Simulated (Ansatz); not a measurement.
Basis-set extrapolation for `C[SiH](F)S[SiH](O)O` (PBE0-D4/def2-TZVP geometry, frozen core, Ansatz). Multiplicity 1, RHF reference.

|  | def2-TZVPP | def2-QZVPP |
| --- | --- | --- |
| HF | -1266.933982 | -1266.977798 |
| MP2 correlation | -1.321195 | -1.432537 |
| CCSD(T) correlation | -1.420700 | not run |

Energies in hartree. Use E(X) = E(∞) + A·exp(−7.88·√X) for Hartree–Fock and E(X) = E(∞) + B·X^(−2.97) for correlation, with X = 3 and 4, and add CCSD(T) minus MP2 of the smaller set to the MP2 limit.

Problem. What is the CCSD(T) energy at the basis-set limit?

Solution. HF limit: -1266.977798 + (-0.043816) × 0.13774 = -1266.98383. MP2 limit: -1.432537 + (-0.111342) × 0.74074 = -1.51501. Higher-order term: -1.420700 − (-1.321195) = -0.09951. Total: -1268.59835 hartree, 639.8 kJ/mol below CCSD(T)/def2-TZVPP.
